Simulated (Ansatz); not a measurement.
`[F][InH2]` + F• → `[F][InH]`• + H–F at 298.15 K and 1 bar (hydrogen abstraction from the In–H bond).

Isolated molecules relaxed with PBE0-D4/def2-TZVP in Ansatz; ΔE leaves out vibrations. CCSD(T)/CBS adds triple-zeta CCSD(T) − MP2 to the extrapolated MP2 energy (def2 sets, frozen cores). This one scheme is used for every species, atoms too. No spin–orbit coupling; open shells (•) take unrestricted orbitals. Spin–orbit coupling would lower the free atoms: a little for F. Elements past krypton have def2 core potentials. Bonds to In are less sure, by a few kJ/mol each and by 10 to 20 or more in all where they break to atoms, as the def2 sets lack core-valence functions.

```tsv
species	CCSD(T)/CBS energy (Eh)	H − E (kJ/mol)	S (J/(mol·K))
`[F][InH2]`	-290.81142	47.3	264.9
F•	-99.66871	6.2	160.5
`[F][InH]`•	-290.19270	26.0	269.3
H–F	-100.39570	33.5	173.6
```

H − E and S are ideal-gas, rigid-rotor, harmonic terms from PBE0-D4/def2-TZVP, with the whole ground term of open shells counted as degenerate. 1 Eh = 2625.50 kJ/mol, R = 8.31446 J/(mol·K).

By hand: ΔE, ΔH, ΔS and ΔG.

ΔE = (-290.19270) + (-100.39570) − (-290.81142) − (-99.66871) = -0.10827 Eh = -284.3 kJ/mol. Δ(H − E) = 26.0 + 33.5 − 47.3 − 6.2 = 6.0, so ΔH = -278.3 kJ/mol. ΔS = 269.3 + 173.6 − 264.9 − 160.5 = 17.5 J/(mol·K). ΔG = -278.3 − 298.15 × (17.5)/1000 = -283.5 kJ/mol.

By hand: the equilibrium constant, and the temperature at which ΔG would vanish if ΔH and ΔS stayed fixed.

log₁₀ K = −ΔG/(RT ln 10) = 49.7. ΔH and −TΔS have one sign here, so there is no such temperature.

ΔH outweighs TΔS. A doubt of 5 kJ/mol in ΔE shifts log₁₀ K by 0.9 here. These are equilibria of isolated gas molecules and say nothing of rates. Largest T1 diagnostic: 0.021 (customary marks: 0.02 for closed shells, 0.045 for open ones).
